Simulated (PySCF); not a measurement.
Start geometry of `[O]=[W-2](=[O])(=[O])=[O]` ([WO4]2-) from GFN2-xTB (Å):
```
atom  x, y, z in Å
W1     0.061   -0.077    0.013
O2    -0.006   -0.032    1.797
O3     1.636    0.005   -0.637
O4    -0.758    1.483   -0.592
O5    -0.859   -1.488   -0.643
```

What comes out of this run: PBE0-D3(BJ)/def2-SVP geometry optimisation, gas phase, def2 core potentials past Kr in PySCF?

```
atom  x, y, z in Å
W1     0.015   -0.022   -0.012
O2     0.031   -0.038    1.779
O3     1.698   -0.044   -0.624
O4    -0.811    1.460   -0.589
O5    -0.858   -1.467   -0.615
```

The energy falls by 0.353 eV over 7 energy and gradient evaluations, the largest force component goes from 0.1153 to 2.0e-04 Eh/bohr, and the atoms move by 0.060 Å rms after alignment. The bond that changes most is W1–O3 (ends: tungsten bonded to 4 O; oxygen bonded to W), which lengthens by 0.086 Å. Bonds longer at the end by more than 0.005 Å: 2 of 4; shorter: 2. Among the angles that change most is O3–W1–O4, from 104.0° to 109.5°. The orientation of the end geometry is arbitrary; only internal coordinates are fixed.

The run used 88 basis functions and 56 SCF cycles in all.

Not checked by PBE0-D3(BJ)/def2-SVP frequencies. Whether so highly charged an anion holds all its electrons in the gas phase wasn't checked; a finite basis holds them in any case. No counter-ion or solvent screens the charge of this multiply charged ion.
